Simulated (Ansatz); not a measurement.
Ansatz (a first-principles code) input (BLYP/def2-TZVP):

Ansatz 0.2 input:
```yaml
crystal:
  periodic: [false, false, false]
  atoms:
    - {symbol: Lu, position_ang: [-0.09743925, -0.11788498, 0.23953664]}
    - {symbol: Cl, position_ang: [1.86653117, 0.25112236, -1.41453607]}
    - {symbol: Cl, position_ang: [-0.92082850, -1.11404642, 2.26368909]}
    - {symbol: Cl, position_ang: [-0.53875051, 1.35526721, -1.84957077]}
basis:
  gaussian:
    orbitals: def2-TZVP
hamiltonian:
  xc: {name: BLYP}
magnetization: {spin_polarized: true, initial_magnetization: 2}
output: {forces: true}
```

End of the output:

```
mean field evaluation 4: about -71215.9560 eV, gradient 3.5e0 eV
mean field evaluation 8: about -71215.9958 eV, gradient 9.2e-2 eV
mean field evaluation 16: about -71215.9934 eV, gradient 2.2e-4 eV
mean field evaluation 32: about -71214.0084 eV, gradient 3.4e0 eV
mean field evaluation 64: about -71214.5432 eV, gradient 2.7e-4 eV
mean field evaluation 96: about -71213.0635 eV, gradient 7.7e0 eV
mean field -71215.99335683 eV, -2617.1394839296 hartree, gradient 1.2e-5 eV, S^2 2.002548; 9 other end points of the search recorded, 0 dependent functions left out
the calculation of the forces begins
reference -71215.99370674 eV, -2617.1394967882 hartree; 48, 46 occupied and 159, 161 virtual orbitals, 1522 factors
Total energy: -71215.99370674 eV, -2617.1394967882 hartree
Atom 0 at    -0.097439    -0.117885     0.239537 Å, force     0.021251     0.025710    -0.052241 eV/Å
Atom 1 at     1.866531     0.251122    -1.414536 Å, force     0.246107    -0.085657     0.001311 eV/Å
Atom 2 at    -0.920829    -1.114046     2.263689 Å, force    -0.053989    -0.065318     0.132723 eV/Å
Atom 3 at    -0.538751     1.355267    -1.849571 Å, force    -0.213368     0.125265    -0.081793 eV/Å
Dipole moment:     0.079404     0.096066    -0.195201 e Å
```

The spin state was set by rule; other spins were not relaxed.
